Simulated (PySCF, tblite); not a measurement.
Isomers of C4H7NSi. Calculated harmonic vibrations of the isolated species, GFN2-xTB (tblite), most abundant isotopes, no scaling. This tight-binding method is rough: wavenumbers can miss measured ones by several per cent, in bad cases by 10 to 20. Modes of hydrogen on silicon can be 10 to 20 % off. One conformer each.

Electronic energies: PBE0/pcSseg-1 single points on the GFN2-xTB geometries (PySCF, gas phase).

```tsv
SMILES	electronic energy, lowest = 0 (kcal/mol)
[SiH3]/N=C/C1=CC1	44.0
C#CC/C=N/[SiH3]	34.4
C#C[Si@@H](N)C=C	11.4
C[Si@@H]1C[C@H]1C#N	0.0
```

Question: How do GFN2-xTB zero-point energies change the relative energies?

Answer: 
```tsv
SMILES	ZPE (kcal/mol)	of it from modes above 1550 cm⁻¹	electronic (kcal/mol)	with ZPE, lowest = 0 (kcal/mol)	lowest mode (cm⁻¹)	rings
C[Si@@H]1C[C@H]1C#N	60.5	32.9	0.0	0.0	102	1
C#C[Si@@H](N)C=C	58.7	36.6	11.4	9.6	12	0
C#CC/C=N/[SiH3]	56.1	32.7	34.4	30.0	75	0
[SiH3]/N=C/C1=CC1	56.6	31.9	44.0	40.1	73	1
```

The zero-point energies span 4.4 kcal/mol, from `C#CC/C=N/[SiH3]` to `C[Si@@H]1C[C@H]1C#N`. The order is unchanged.

Question: And how do the electronic energies of GFN2-xTB itself compare?

Answer: `C[Si@@H]1C[C@H]1C#N` 11.3; `C#C[Si@@H](N)C=C` 21.7; `C#CC/C=N/[SiH3]` 0.0; `[SiH3]/N=C/C1=CC1` 12.4 kcal/mol, lowest = 0. Against the energies above, taken from the same isomer `C[Si@@H]1C[C@H]1C#N`, the largest difference is 45.7 kcal/mol.
